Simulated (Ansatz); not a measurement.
Reaction (formal loss of a carbene): `C[AsH]N[SiH3]` → `[CH2]` (triplet) + `[SiH3]N[AsH2]`

Gas-phase electronic energies from Ansatz, PBE0-D4/def2-TZVP geometries. CBS: MP2 limit from def2 TZ/QZ plus the TZ coupled-cluster correction, frozen cores. This one scheme is used for every species. DFT in def2-TZVPP. B3LYP here is the variant with VWN-RPA as its local correlation; programs differ in this. HSE06 is defined as in plane-wave codes. Triplets are unrestricted, without spin–orbit coupling. For As outer-core shells are correlated without core-valence functions, which leaves a few kJ/mol of doubt a bond. Scalar relativity is left out up to krypton. One conformer a species, not always the lowest.

(1) Is it downhill or uphill in electronic energy at CCSD(T)/CBS, and by how much? (Best estimate.)

(2) What do these levels give: LDA (SPW92), PBE-D4, BLYP-D4, r2SCANh-D4, HSE06-D4, BHLYP-D4, CAM-B3LYP-D4, ωB97X-V, B3LYP, r2SCANh, RPA@PBE/def2-TZVPP, HF/CBS(def2)? (Estimate.)

Largest T1 diagnostic among the species: 0.011.

Results:

(1) The calculation gave: Uphill: ΔE = +459.8 kJ/mol.

(2) Ansatz gave: LDA (SPW92) 525.7, PBE-D4 464.6, BLYP-D4 451.4, r2SCANh-D4 434.0, HSE06-D4 455.5, BHLYP-D4 438.0, CAM-B3LYP-D4 452.3, ωB97X-V 466.9, B3LYP 438.1, r2SCANh 431.7, RPA@PBE/def2-TZVPP 441.4, HF/CBS(def2) 305.1 kJ/mol.

The D4 term adds +12.3 kJ/mol with B3LYP and +6.7 kJ/mol with PBE0; it sums over pairs of atoms, weighted by their polarisabilities, and B3LYP, whose exchange is more repulsive, gets the larger term. Leaving LDA and LC-ωPBE aside and taking each functional with its dispersion term where it has one, the values, not all of them listed here, spread over 35.7 kJ/mol, from r2SCAN0-D4 to ωB97X-V. LDA lies +68.9 kJ/mol from PBE without D4. In def2-TZVPP, CCSD(T) changes the Hartree–Fock value by +144.2 kJ/mol (the triples alone add +12.6 kJ/mol) and MP2 by +160.3 kJ/mol.
